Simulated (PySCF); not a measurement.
## Relaxation of singlet InSI

These are results of PBE0/[In def2-TZVP with ECP28, S def2-TZVP, I def2-TZVP with ECP28], scalar-relativistic core potentials, density fitting, no spin–orbit coupling, PySCF, not measurements. A (50,194) grid was used.

A hand-made linear start, of C∞v symmetry, held to at least that symmetry:

```xyz
3
charge 0 multiplicity 1, angstrom
In    0.0000    0.0000   -1.0061
S     0.0000    0.0000   -3.3061
I     0.0000    0.0000    1.7439
```

At each step, columns x, y, z (Å) and Fx, Fy, Fz (eV/Å):

```
step 0  E − E(last) = 19.58 kJ/mol
In   0.000   0.000  -1.006   0.000   0.000  -0.561
S    0.000   0.000  -3.306   0.000   0.000   1.735
I    0.000   0.000   1.744   0.000   0.000  -1.174
step 1  E − E(last) = 2.93 kJ/mol
In   0.000   0.000  -1.009   0.000   0.000   0.240
S    0.000   0.000  -3.221   0.000   0.000   0.425
I    0.000   0.000   1.662   0.000   0.000  -0.665
step 2  E − E(last) = 0.21 kJ/mol
In   0.000   0.000  -0.996   0.000   0.000   0.266
S    0.000   0.000  -3.171   0.000   0.000  -0.307
I    0.000   0.000   1.599   0.000   0.000   0.041
step 3  E − E(last) = 0.00 kJ/mol
In   0.000   0.000  -0.993   0.000   0.000   0.009
S    0.000   0.000  -3.183   0.000   0.000   0.005
I    0.000   0.000   1.607   0.000   0.000  -0.014
step 4  E − E(last) = 0.00 kJ/mol
In   0.000   0.000  -0.992   0.000   0.000  -0.002
S    0.000   0.000  -3.182   0.000   0.000   0.001
I    0.000   0.000   1.606   0.000   0.000   0.001
```

It ends at C∞v with In–I 2.600 Å, In–S 2.190 Å; I–In–S 180.0° (after a last refinement on a finer grid). A frequency run shows a minimum. Other isomers or separated fragments may lie lower.
